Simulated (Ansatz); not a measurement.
Consider the isomerisation: `CB[CH](F)[AlH2]` → `C[BH][Al]([CH3])[F]`.

Program: Ansatz. Geometries: PBE0-D4/def2-TZVP. ΔE: electronic, gas phase. CCSD(T)/CBS is the MP2 limit (def2-TZVPP, def2-QZVPP) plus CCSD(T) − MP2 in def2-TZVPP, frozen cores. DFT in def2-TZVPP. B3LYP here is the variant with VWN-RPA as its local correlation; programs differ in this. Each species was taken in one conformer, which may not be the lowest.

| level | ΔE (eV) | difference from CCSD(T)/CBS |
| --- | --- | --- |
| r2SCAN-D4 | -2.41 | 0.18 |
| PBE0-D4 | -2.38 | 0.21 |
| B3LYP-D4 | -2.54 | 0.05 |
| ωB97M-V | -2.43 | 0.16 |
| PBE0 | -2.42 | 0.17 |
| MP2/def2-TZVPP | -2.61 | -0.02 |
| SCS-MP2/def2-TZVPP | -2.64 | -0.05 |
| MP2/def2-QZVPP | -2.64 | -0.05 |
| HF/CBS(def2) | -2.97 | -0.38 |
| MP2/CBS(def2) | -2.65 | -0.06 |
| CCSD(T)/CBS | -2.59 | 0 |

Largest T1 diagnostic among the species: 0.013.

The D4 term adds +0.09 eV with B3LYP and +0.04 eV with PBE0; it sums over pairs of atoms, weighted by their polarisabilities, and B3LYP, whose exchange is more repulsive, gets the larger term. In def2-TZVPP, CCSD(T) changes the Hartree–Fock value by +0.40 eV (the triples alone add +0.09 eV) and MP2 by +0.34 eV. From PBE to PBE0 (25 % exact exchange), in def2-TZVPP and without D4, ΔE moves by −0.11 eV.
